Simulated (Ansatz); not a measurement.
Stretching the Si1–H2 bond in H2OSi (SMILES O[SiH]) (multiplicity 1 held, fragments rigid). Energies count from the point at 1.545 Å.
Geometry at that point (charge 0, multiplicity 1):
```xyz
4

Si    -0.37783    -0.33484     0.39442
H     -1.53700    -0.16844    -0.61414
O      0.78278     0.49643    -0.45047
H      0.56442     0.88475    -1.30394
```

Signs of static correlation in cc-pV(D+d)Z, with CASSCF(2,2), from Ansatz (an electronic-structure program) runs.

```json
[
 {"R (Å)": "1.236", "T1 of restricted CCSD": "0.018", "⟨S²⟩ of UHF": "0.191", "largest double amplitude of restricted CCSD": "0.099", "weight of the CASSCF reference in MRCISD": "0.912", "CASSCF natural occupations": "1.99 0.01"},
 {"R (Å)": "1.391", "T1 of restricted CCSD": "0.018", "⟨S²⟩ of UHF": "0.145", "largest double amplitude of restricted CCSD": "0.093", "weight of the CASSCF reference in MRCISD": "0.912", "CASSCF natural occupations": "1.99 0.01"},
 {"R (Å)": "1.545", "T1 of restricted CCSD": "0.018", "⟨S²⟩ of UHF": "0.096", "largest double amplitude of restricted CCSD": "0.086", "weight of the CASSCF reference in MRCISD": "0.912", "CASSCF natural occupations": "1.98 0.02"},
 {"R (Å)": "1.700", "T1 of restricted CCSD": "0.018", "⟨S²⟩ of UHF": "0.045", "largest double amplitude of restricted CCSD": "0.076", "weight of the CASSCF reference in MRCISD": "0.912", "CASSCF natural occupations": "1.97 0.03"},
 {"R (Å)": "1.855", "T1 of restricted CCSD": "0.019", "⟨S²⟩ of UHF": "0.000", "largest double amplitude of restricted CCSD": "0.070", "weight of the CASSCF reference in MRCISD": "0.912", "CASSCF natural occupations": "1.96 0.04"},
 {"R (Å)": "2.086", "T1 of restricted CCSD": "0.021", "⟨S²⟩ of UHF": "0.000", "largest double amplitude of restricted CCSD": "0.114", "weight of the CASSCF reference in MRCISD": "0.912", "CASSCF natural occupations": "1.93 0.07"},
 {"R (Å)": "2.318", "T1 of restricted CCSD": "0.024", "⟨S²⟩ of UHF": "0.317", "largest double amplitude of restricted CCSD": "0.170", "weight of the CASSCF reference in MRCISD": "0.912", "CASSCF natural occupations": "1.89 0.11"},
 {"R (Å)": "2.705", "T1 of restricted CCSD": "0.037", "⟨S²⟩ of UHF": "0.750", "largest double amplitude of restricted CCSD": "[?]", "weight of the CASSCF reference in MRCISD": "0.912", "CASSCF natural occupations": "1.78 0.22"},
 {"R (Å)": "3.091", "T1 of restricted CCSD": "[?]", "⟨S²⟩ of UHF": "0.915", "largest double amplitude of restricted CCSD": "0.404", "weight of the CASSCF reference in MRCISD": "0.911", "CASSCF natural occupations": "1.62 0.38"},
 {"R (Å)": "3.555", "T1 of restricted CCSD": "0.088", "⟨S²⟩ of UHF": "0.987", "largest double amplitude of restricted CCSD": "0.598", "weight of the CASSCF reference in MRCISD": "0.911", "CASSCF natural occupations": "1.40 0.60"},
 {"R (Å)": "4.173", "T1 of restricted CCSD": "0.122", "⟨S²⟩ of UHF": "1.013", "largest double amplitude of restricted CCSD": "0.853", "weight of the CASSCF reference in MRCISD": "0.911", "CASSCF natural occupations": "1.20 0.80"},
 {"R (Å)": "4.946", "T1 of restricted CCSD": "0.142", "⟨S²⟩ of UHF": "1.020", "largest double amplitude of restricted CCSD": "1.049", "weight of the CASSCF reference in MRCISD": "0.911", "CASSCF natural occupations": "1.07 0.93"}
]
```

### Question
What belongs in the gaps?

### Answer

- 2.705, largest double amplitude of restricted CCSD: 0.275
- 3.091, T1 of restricted CCSD: 0.058

Doubts at one or more of the structures used: a restricted determinant that unrestricted orbitals would lower (R-CCSD(T)/cc-pV(D+d)Z); T1 above 0.05 (R-CCSD(T)/cc-pV(D+d)Z, U-CCSD(T)/cc-pV(D+d)Z); other coupled-cluster roots lie near (R-CCSD(T)/cc-pV(D+d)Z); a spin-contaminated determinant (U-CCSD(T)/cc-pV(D+d)Z).
